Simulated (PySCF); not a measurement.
Ga(Cl)3 anion (Cl3Ga), SMILES [Cl][Ga]([Cl])[Cl] (connectivity only; charge and spin as stated), charge -1, multiplicity 2.

Geometry optimised at PBE0-D3(BJ)/def2-SVPD. The spin state was assumed, not searched. The isomer is the one that the SMILES or the coordinates give; other isomers of the formula were not compared.

Calculation: r2SCAN/def2-TZVPD (PySCF).

Gas-phase values at a fixed geometry.

```yaml
total_energy: -3305.64050 hartree
point_group: C3v
"α spin, highest occupied and lowest empty level": -0.75 and 3.56 eV
"β spin, highest occupied and lowest empty level": -3.05 and 0.96 eV
dipole_moment_about_the_centre_of_nuclear_charge: 1.31 D
mean_static_polarisability: 97.2 bohr³ (14.41 Å³)
polarisability_principal_values: 84.6, 103.5, 103.5 bohr³
"⟨S²⟩": 0.753 (pure state 0.75)
```
